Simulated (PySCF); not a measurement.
**Computed properties of CH₃Cl₂NSi₂, SMILES Cl[Si]1(Cl)N=C[SiH2]1**

CH3Cl2NSi2, SMILES Cl[Si]1(Cl)N=C[SiH2]1. Geometry optimised at B3LYP-D3(BJ)/def2-SVP. This is a generated structure with no PubChem entry under its InChIKey; it may be hypothetical. The values are those of a single conformer. All values are computed for the isolated molecule unless a solvent is named; none is compared with measurement here.

**Structure.** The optimised structure has Cs symmetry. All 21 harmonic modes at B3LYP-D3(BJ)/def2-SVP (PySCF) are real, so it is a minimum. With heavy atoms numbered as in [Cl:1][Si:2]1([Cl:3])[N:4]=[CH:5][SiH2:6]1, the shortest bond between them is N4–C5 at 1.291 Å and the longest Si2–Si6 at 2.340 Å.

**Vibrations.** The strongest infrared lines (harmonic, unscaled, degenerate partners summed) lie at 767 cm⁻¹ (157 km/mol, H 42 %, Si 28 %, C 20 %, N 10 %), 545 cm⁻¹ (130 km/mol, Si 40 %, H 19 %, Cl 15 %, C 15 %, N 11 %), 613 cm⁻¹ (127 km/mol, Si 65 %, Cl 24 %). The softest mode is at 89 cm⁻¹ and the zero-point energy is 26.0 kcal/mol.

**Electronic structure.** B3LYP/def2-TZVP (PySCF) places the frontier levels at -7.10 and -1.89 eV, a gap of 5.21 eV, and gives a dipole moment of 2.93 D and a mean polarisability of 92.4 bohr³. PBE/def2-TZVP (PySCF) at the same geometry gives -5.99 and -2.78 eV, so its gap is 2.00 eV narrower. An orbital gap is neither the optical nor the fundamental gap.

**Excitations.** TDA-B3LYP/def2-SVPD (PySCF) has S1 at 3.71 eV (334 nm, f = 0.000, dark); the most intense of the 10 singlets computed lies at 6.38 eV (f = 0.04). T1 (TDA) is at 2.99 eV, 0.72 eV under S1. TDA-PBE/def2-SVPD (PySCF) puts S1 at 3.53 eV. No vertical singlet excitation falls in the visible range (under 3.1 eV).

**NMR.** GIAO shifts at B3LYP/pcSseg-1 (PySCF) (non-relativistic, atoms alike by connectivity averaged): ¹³C at 219.6 ppm against TMS; ¹H from 5.7 to 10.6 ppm against TMS; ²⁹Si from 4.6 to 34.2 ppm against TMS. Without spin–orbit terms, shifts of atoms bonded to Cl or Br come out too high.
